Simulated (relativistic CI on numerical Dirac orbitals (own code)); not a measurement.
# Sensitivity of the levels of Yb49+ to α and to the nuclear radius

Method of calculation: Dirac-Coulomb-Breit CI, separate exchange-only KLI orbitals for each configuration, derivatives by finite differences, unscaled Slater integrals, QED left out (own radial code, finite nucleus).

CI space (outside the closed core [Ne]): 3s²3p⁶3d³, 3s²3p⁵3d⁴, 3s3p⁶3d⁴, 3p⁶3d⁵, 3s²3p⁶3d²4s, 3s²3p⁶3d²4p, 3s²3p⁶3d²4d, 3s²3p⁵3d³4s. Levels of other configurations are missing.

With x = (α/α₀)² − 1 an excitation energy changes as ω = ω₀ + qx; K = 2q/ω₀ is the relative enhancement. Terms are leading LS components, so labels can repeat. The field-shift factor is F = δν/δ⟨r²⟩ for the transition from the lowest level.

Lowest level 3s²3p⁶3d³ ⁴F3/2.

| Level | ω₀ (cm⁻¹) | q (cm⁻¹) | K | F (GHz/fm²) |
| --- | --- | --- | --- | --- |
| 3s²3p⁶3d³ ⁴F5/2 | 389551 | 457600 | 2.35 | 9.09 |
| 3s²3p⁶3d³ ⁴P3/2 | 441181 | 448900 | 2.03 | 8.8 |
| 3s²3p⁶3d³ ²G7/2 | 466028 | 462000 | 1.98 | 9.37 |
| 3s²3p⁶3d³ ²H9/2 | 467573 | 445300 | 1.9 | 9.47 |
| 3s²3p⁶3d³ ⁴P1/2 | 482543 | 452400 | 1.88 | 8.63 |
| 3s²3p⁶3d³ ²D5/2 | 657151 | 490600 | 1.49 | 9.85 |
| 3s²3p⁶3d³ ⁴F7/2 | 849432 | 905100 | 2.13 | 18.2 |
| 3s²3p⁶3d³ ⁴F9/2 | 882907 | 911400 | 2.06 | 18.7 |
| 3s²3p⁶3d³ ⁴P3/2 | 925961 | 915700 | 1.98 | 17.7 |
| 3s²3p⁶3d³ ²P1/2 | 948819 | 916700 | 1.93 | 18 |
| 3s²3p⁶3d³ ²H11/2 | 957139 | 902900 | 1.89 | 19.2 |
| 3s²3p⁶3d³ ²D5/2 | 964601 | 892100 | 1.85 | 16.9 |
| 3s²3p⁶3d³ ²F5/2 | 1025727 | 927900 | 1.81 | 17.9 |
| 3s²3p⁶3d³ ²F7/2 | 1033637 | 903200 | 1.75 | 18 |
| 3s²3p⁶3d³ ²D3/2 | 1185993 | 950000 | 1.6 | 19.6 |
| 3s²3p⁶3d³ ²G9/2 | 1341670 | 1.369e+06 | 2.04 | 27.5 |
| 3s²3p⁶3d³ ²D3/2 | 1456791 | 1.353e+06 | 1.86 | 26.4 |
| 3s²3p⁶3d³ ²D5/2 | 1537164 | 1.36e+06 | 1.77 | 27.5 |
| 3s²3p⁵3d⁴ ⁴P°3/2 | 2142721 | 129100 | 0.121 | 16.5 |
| 3s²3p⁵3d⁴ ⁶D°5/2 | 2480060 | 591200 | 0.477 | 25.3 |
| 3s²3p⁵3d⁴ ⁴P°1/2 | 2542048 | 593100 | 0.467 | 23.8 |
| 3s²3p⁵3d⁴ ⁶D°7/2 | 2558162 | 610200 | 0.477 | 26 |
| 3s²3p⁵3d⁴ ²D°3/2 | 2559145 | 573200 | 0.448 | 25.3 |

At this charge energies of transitions that change n are usually good to better than 1 %, and those within a shell (Δn = 0) to a few per cent.
